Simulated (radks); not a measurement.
Spherical quantum dot in the effective-mass picture: electrons in a hard-walled sphere of radius 1.34, all in effective atomic units (hartree* = m*/eps^2 hartree, bohr* = eps/m* bohr), one dielectric constant everywhere. Method: non-relativistic Kohn-Sham, PBEsol, spin-polarised, spherical densities; computed with a radial shooting solver with Libxc functionals. Levels are named by radial order and angular momentum (1s, 1p, 1d, 2s, ...), and open shells are averaged over m.

N = 3, configuration 1s2 1p(up 1, down 0). This is the lowest configuration that the search found. Occupied and some empty levels:

level,occupation,eigenvalue (hartree*),<r> (bohr*)
1s up,1,5.5280,0.6965
1s down,1,5.6727,0.6933
1p up,1,8.1814,0.8066
1p down,0,8.3524,0.8057
1d up,0,11.681,0.8755
1d down,0,11.861,0.8754
2s up,0,13.848,0.6597
2s down,0,13.945,0.6612
1f up,0,15.949,0.9243
1f down,0,16.129,0.9246

Energy (hartree*): total 14.5354, kinetic 11.176, external 0, Hartree 5.4919, exchange-correlation -2.1320.
